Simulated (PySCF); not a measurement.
Ligand exchange on a metal centre used in film growth or etching (Ti OH-NH2). Isolated molecules, 0 K electronic values unless said otherwise. One relaxed conformer stands for each flexible species; it need not be the lowest. All members: neutral, multiplicity 1. Level: B3LYP-D3(BJ)/def2-TZVP // TPSS-D3(BJ)/def2-SVP (PySCF), beside PBE-D3(BJ)/def2-TZVP // TPSS-D3(BJ)/def2-SVP (PySCF) at the same geometries. B3LYP has the VWN-RPA correlation part, as in Gaussian.  Orbital energies are measured against the vacuum level.

```json
[
 {"species": "[Ti(OH)4]", "HOMO, PBE (eV)": "-7.30", "HOMO, B3LYP-D3(BJ) (eV)": "-8.72"},
 {"species": "[Ti(OH)3(NH2)]", "HOMO, PBE (eV)": "-5.97", "HOMO, B3LYP-D3(BJ) (eV)": "withheld"},
 {"species": "[Ti(OH)2(NH2)2]", "HOMO, PBE (eV)": "-5.60", "HOMO, B3LYP-D3(BJ) (eV)": "-6.76"},
 {"species": "[Ti(OH)(NH2)3]", "HOMO, PBE (eV)": "-5.45", "HOMO, B3LYP-D3(BJ) (eV)": "-6.59"},
 {"species": "[Ti(NH2)4]", "HOMO, PBE (eV)": "-5.41", "HOMO, B3LYP-D3(BJ) (eV)": "-6.55"}
]
```

Problem. Fit y = a + b·x, y being the HOMO at the first level, to the 4 complete rows by least squares, with x = the PBE value in eV. Give a, b and the rms residual, and predict the withheld value.

Solution. Means of the 4 rows: x̄ = -5.94, ȳ = -7.155 eV. Σ(x − x̄)² = 2.4862 and Σ(x − x̄)(y − ȳ) = 2.8602, so b = 1.150 and a = ȳ − b·x̄ = -0.324 eV. The rms residual is 0.003 eV. At x = -5.97 the line gives -7.19 eV. The run for [Ti(OH)3(NH2)] gave -7.17 eV, so the line is off by 0.02 eV, more than twice the rms residual.

Codes: PySCF.
